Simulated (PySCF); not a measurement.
Computed shifts of a molecule C3H7NSi, PBE/pcSseg-1 run with PySCF, GIAO, gas phase, equivalent atoms averaged, in ppm (number of nuclei): ²⁹Si: -85.3 (1). ¹³C: 207.2 (1), 67.5 (1), 45.5 (1). ¹⁵N: 492.4 (1). ¹H: 4.67 (2), 4.47 (3), 3.51 (2). References: ²⁹Si against TMS (σ = 335.4 ppm); ¹³C against TMS (σ = 182.0 ppm); ¹⁵N against NH3 (σ = 267.0 ppm); ¹H against TMS (σ = 31.49 ppm), references at their B3LYP-D3(BJ)/def2-TZVP geometries, non-relativistic. Coordinates come from a PBE0-D3(BJ)/def2-SVP optimisation. Other conformers were not sampled.

Q: Pick the molecule that these values belong to.
(A) [SiH3]C1=NCC1
(B) N#CCC[SiH3]
(C) C=C=C(N)[SiH3]
(D) C=C/C=N/[SiH3]

A: A, [SiH3]C1=NCC1
